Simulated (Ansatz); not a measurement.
CH$_{6}$BNO, SMILES `BOCN`, 10 atoms. Charge 0, multiplicity 1. All runs use 2 threads of an Arm Neoverse V1 on a shared host. Correlated methods freeze the cores.

Q: How many basis functions does each run have, and how long does it take in Ansatz? RKS PBE0-D4/def2-TZVP frequencies; RKS PBE0-D4/def2-QZVPP energy; RKS PBE-QIDH (frozen core)/def2-TZVPP energy; direct RPA on PBE orbitals/def2-TZVPP energy; RKS r2SCANh-D4/def2-TZVPP energy; RHF-MP2/def2-QZVPP energy; RKS PBE0-D4/def2-SVP energy; RHF-CCSD(T)/def2-SVP energy; RKS BHLYP-D4/def2-TZVPP energy; RKS ωB97M-V/def2-SVP energy; RKS B2PLYP (frozen core)/def2-TZVPP energy; RKS PBE0-D4/def2-TZVP relaxation (13 steps). (Best estimate.)

A: Ansatz gave: Other jobs shared the machine, so times are rough.

```
                                level                    job  functions  wall time  peak host memory (GiB)
                 RKS PBE0-D4/def2-SVP                 energy         86        1 s                    0.14
              RKS BHLYP-D4/def2-TZVPP                 energy        208      2.8 s                    0.35
                 RHF-CCSD(T)/def2-SVP                 energy         86      3.7 s                     0.3
                 RKS ωB97M-V/def2-SVP                 energy         86      4.5 s                    0.22
RKS PBE-QIDH (frozen core)/def2-TZVPP                 energy        208      5.5 s                    0.41
  RKS B2PLYP (frozen core)/def2-TZVPP                 energy        208      5.5 s                    0.41
            RKS r2SCANh-D4/def2-TZVPP                 energy        208      5.5 s                    0.42
direct RPA on PBE orbitals/def2-TZVPP                 energy        208        6 s                    0.41
               RKS PBE0-D4/def2-QZVPP                 energy        408      7.5 s                    0.97
                   RHF-MP2/def2-QZVPP                 energy        408       22 s                       2
                RKS PBE0-D4/def2-TZVP  relaxation (13 steps)        160       42 s                     0.3
                RKS PBE0-D4/def2-TZVP            frequencies        160      2 min                    0.31
```
